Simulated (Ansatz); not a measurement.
The cluster W₃O₅, relaxed as a quintet with UKS r2SCAN-D4/def2-SVP in Ansatz, starting from the r2SCAN-D4/def2-SVP geometry of the neutral singlet. Force threshold 0.02 eV/Å.

In the def2 sets W takes a core potential; there is no spin–orbit coupling. At r2SCAN-D4/def2-SVP a triplet of charge 0 lies 0.40 eV below the quintet, each at its own geometry. The structure comes from a short search, and lower isomers may exist.

Start:

```xyz
8

W    -0.5428   -1.1724   -0.4789
W     1.6566   -0.2377    0.3265
W    -0.3630    1.2715    0.3872
O     0.9958   -1.9606    0.5890
O    -1.7843   -0.0465    0.5015
O    -0.4448    2.5216   -0.7908
O    -0.7322   -1.3840   -2.1749
O     1.2146    1.0082    1.6404
```

| step | energy (eV) | largest force component (eV/Å) | SCF passes |
| --- | --- | --- | --- |
| 1 | -15707.3205 | 4.159 | 47 |
| 2 | -15708.2721 | 0.958 | 43 |
| 3 | -15708.4195 | 0.825 | 41 |
| 4 | -15708.4804 | 0.925 | 40 |
| 5 | -15708.5412 | 0.618 | 38 |
| 6 | -15708.5552 | 0.109 | 35 |
| 7 | -15708.5556 | 0.140 | 36 |
| 8 (rejected) | -15708.5555 | 0.150 | 33 |
| 9 | -15708.5574 | 0.033 | 32 |
| 10 | -15708.5577 | 0.010 | 30 |

Force components are those of the run's own axes.

End:

Cartesian coordinates in Å:
```
W -0.626 -1.393 -0.483
W 1.617 -0.221 0.287
W -0.417 1.454 0.526
O 0.984 -2.003 0.458
O -1.701 0.035 0.255
O -0.364 2.832 -0.479
O -0.707 -1.829 -2.130
O 1.214 1.125 1.566
```

By distances, no bond broke or formed. The bond that changes most is W3–O8, from 2.03 to 1.96 Å (atoms count from 1).

No frequencies were taken in this run, so the end may be a saddle point.

It took 38 s on 4 threads of AMD EPYC 9R45 on a shared host.
